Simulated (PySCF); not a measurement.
Indium: a sound run and one with changed settings

Sound run: In [Kr] 4d10 5s2 5p1, In⁺ [Kr] 4d10 5s2. All numbers are calculated (PySCF 2.14, scalar relativity through the core potential, in cc-pVTZ-PP with ECP28MDF (5s4p3d1f, 39 functions)). The sound run starts from symmetry-adapted Hartree-Fock orbitals and uses a fine grid where one is needed.

A second run was set up differently.

| species | method | sound run (hartree) | changed run (hartree) | converged |
| --- | --- | --- | --- | --- |
| In | UHF | -189.21033 | -189.21033 | yes |
| In | BP86 | -190.23165 | -190.27416 | yes |
| In | LDA | -189.79575 | -189.83392 | yes |
| In⁺ | UHF | -189.01875 | -189.01875 | yes |
| In⁺ | BP86 | -190.02150 | -190.06372 | yes |
| In⁺ | LDA | -189.58587 | -189.62402 | yes |

Ionisation energy of In:

```tsv
method	sound run (eV)	changed run (eV)
UHF	5.213	5.213
BP86	5.718	5.726
LDA	5.711	5.712
```

Question: What was changed?
A. radial grid too coarse
B. all electrons correlated in a valence basis
C. basis contracted for another Hamiltonian
D. a valence shell is frozen

Answer: A. It used radial step 0.5 in ln r (0.13 in the sound run). A coarse radial grid mis-integrates the density and the exchange-correlation energy, with errors of either sign; Hartree-Fock needs no grid.
